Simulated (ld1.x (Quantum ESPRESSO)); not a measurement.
**LDA (PZ) ultrasoft dataset for B, scalar-relativistic all-electron reference.**

B (Z = 5), ultrasoft, made with ld1.x (Quantum ESPRESSO) 7.5 (LDA (PZ), scalar-relativistic). Core [He], reference 2s1.5 2p1.5. Waves: 2s (bound): rcut 0.95, rcutus 1.10 bohr; 2s channel at 3.05 Ry: rcut 0.95, rcutus 1.10 bohr; 2p (bound): rcut 2.90, rcutus 4.05 bohr; 2p channel at 0.2 Ry: rcut 2.90, rcutus 4.05 bohr; 3d channel at 0.25 Ry: rcut 2.65, rcutus 2.80 bohr. Local part: all-electron potential smoothed inside 2.80 bohr (lloc = -1). Core correction: Bessel-smoothed model core inside 0.60 bohr. Augmentation charge: PSQ, inside the norm-conserving radii.

Poles of the logarithmic derivatives, all-electron (AE) and pseudo (PS). s: poles at -0.7, 1.2, 4.2 (AE) and -0.7, 1.2, 4.2 (PS) Ry. p: poles at -0.2, 1.4, 4.0 (AE) and -0.2, 1.2, 4.4 (PS) Ry. d: poles at 1.0, 3.2 (AE) and 1.0, 3.3 (PS) Ry. Test radius 4.41 bohr.

- Cutoffs needed: 25 Ry and 35 Ry (the cutoffs (Ry, on a coarse ladder) from which the occupation-weighted sum of valence levels, in a spherical-Bessel basis at the reference potential, stays within 10 and 1 mRy of its value at 400 Ry)
- Ghost test: no extra level below or beside the all-electron valence levels (s, p, d, f tested) (spherical-Bessel basis up to 400 Ry, 20 bohr box)
- Configuration tests: test run stopped at test 7 of 9 (negative rho)
- Lowest eigenvalue of the overlap operator: 0.18 (p channel)
- Density cutoff estimated by the generator: 331 Ry
